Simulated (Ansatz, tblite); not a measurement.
Cost and result up the ladder for tetraphenylethylene (C₂₆H₂₀) (46 atoms). The state is a singlet with charge 0. Geometry: r2SCAN-D4/def2-SVP.

Ansatz on 2 threads of AMD EPYC 7R13 on a shared host and a share (18 GiB) of an NVIDIA H100 80GB HBM3; xTB runs through tblite on one thread. Times are rough, summed over both states, and most runs start from the orbitals of an earlier one. PBE0-D4/def2-TZVP serves as the yardstick here, not as an exact answer. The other state is a triplet.

The xTB rows come from tblite. Single mean-field runs in def2-TZVP are fitted with def2-universal-jkfit.

xTB has no spin-polarisation term.

```json
{"level": "GFN2-xTB", "functions": "124", "wall time": "0.14 s", "vertical triplet (eV)": "2.57", "difference from PBE0-D4/def2-TZVP (eV)": "0.10"}
{"level": "GFN1-xTB", "functions": "144", "wall time": "0.15 s", "vertical triplet (eV)": "2.56", "difference from PBE0-D4/def2-TZVP (eV)": "0.08"}
{"level": "PBE-D4/def2-TZVP (with forces)", "functions": "926", "wall time": "27 s", "vertical triplet (eV)": "2.32", "difference from PBE0-D4/def2-TZVP (eV)": "-0.16"}
{"level": "PBE0-D4/def2-TZVP", "functions": "926", "wall time": "32 s", "vertical triplet (eV)": "2.48", "difference from PBE0-D4/def2-TZVP (eV)": "0.00"}
```
